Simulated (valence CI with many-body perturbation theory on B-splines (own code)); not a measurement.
# Pt⁷³⁺: what the settings do

Calculated by configuration interaction combined with many-body perturbation theory (CI+MBPT): three valence electrons over a frozen Dirac-Fock core [He], a basis of 6 s, 6 p, 5 d, 3 f, 1 g functions for each j, with the one-electron correlation potential Σ1, the two-electron term Σ2, the three-electron term Σ3, Breit, model QED; selected CI, second order for the rest, scaled by the run's own slope (own B-spline code, finite nucleus).

No measured spectrum was set against this ion. As an estimate, large intervals hold to a few tenths of a per cent, small ones and those within an open d or f shell to about a per cent.

The reference run has the lowest level (2s^2 2p1/2) J=1/2 and an ionisation energy of 21273.3 eV. Its largest variational space holds 3284 state functions.

Levels are named by their leading jj configuration (3d3/2^4 stands for four electrons in 3d with j = 3/2), which in mixed levels can hold well under half, so a name can repeat and another be missing. Letters in brackets count levels of one name in rising energy.

Changed runs:
A. box radius (bohr) 0.78876 → 1.12
B. selection threshold (hartree) 2e-08 → 1e-06
C. cutoff of virtual states (hartree) 12168 → 38520
D. Davidson tolerance 2e-05 → 0.03 (bad on purpose)

Excitation energies of the reference run in Ry, and shifts in cm⁻¹:

```tsv
Level	Reference	A	B	C	D
(2s 2p1/2^2) J=1/2	21.89	+0.5	0	+106	0
(2s^2 2p3/2) J=3/2	136.99	-5.8	0	+184	0
(2s 2p1/2 2p3/2) J=3/2 [a]	152.46	-5.0	0	+276	0
(2s 2p1/2 2p3/2) J=5/2	155.54	-5.1	-0.1	+281	0
(2s 2p1/2 2p3/2) J=1/2	161.34	-5.3	0	+285	0
(2s 2p1/2 2p3/2) J=3/2 [b]	161.47	-5.2	0	+284	0
(2p1/2^2 2p3/2) J=3/2	184.09	-3.8	0	+353	0
(2s 2p3/2^2) J=5/2	290.76	-11	-0.2	+456	0
(2s 2p3/2^2) J=1/2	299.41	-11	0	+459	0
(2s 2p3/2^2) J=3/2	299.45	-11	-0.1	+462	0
(2p1/2 2p3/2^2) J=3/2	317.13	-9.3	0	+525	0
(2p1/2 2p3/2^2) J=5/2	318.79	-9.2	-0.1	+525	0
Ionisation energy (eV)	21273.3	-0.0011	0	+0.033	0
```

No effect on these energies: D.
